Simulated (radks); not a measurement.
Values are calculated unless marked as measured or tabulated.
Q: Se, configuration [Ar] 3d10 4s2 4p4 (the NIST ground configuration). Level of theory: scalar-relativistic Kohn-Sham, PBE, spin-polarised, spherical densities, finite nucleus; open shells are filled with parallel spins first; Fermi nuclear charge, rms radius 4.14 fm (a radial shooting solver on a logarithmic mesh with Libxc functionals). Some entries of the table are withheld. Estimate them.

orbital  occ.  eigenvalue (eV)  <1/r> (bohr^-1)  <r> (bohr)
1s up       1        -12504.83            34.56     0.04408
1s down     1        -12504.74            34.56     0.04408
2s up       1        -1607.056            7.632      0.1959
2s down     1        -1607.008            7.632      0.1959
2p up       3        -1413.512            7.474      0.1711
2p down     3        -1413.424            7.474      0.1711
3s up       1        -213.4312            2.488      0.5741
3s down     1        -213.3072            2.488      0.5740
3p up       3        -152.9096            2.335      0.5897
3p down     3        -152.7694            2.336      0.5894
3d up       5         -53.0824            2.029      0.6317
3d down     5         -52.8867            2.033      0.6296
4s up       1         -17.9060           0.7354       1.796
4s down     1         -16.3543           0.7394       1.795
4p up       3              (1)           0.5771       2.277
4p down     1              (2)           0.5666       2.344

A: 
(1) 4p up eigenvalue (eV): -7.1171
(2) 4p down eigenvalue (eV): -5.6047
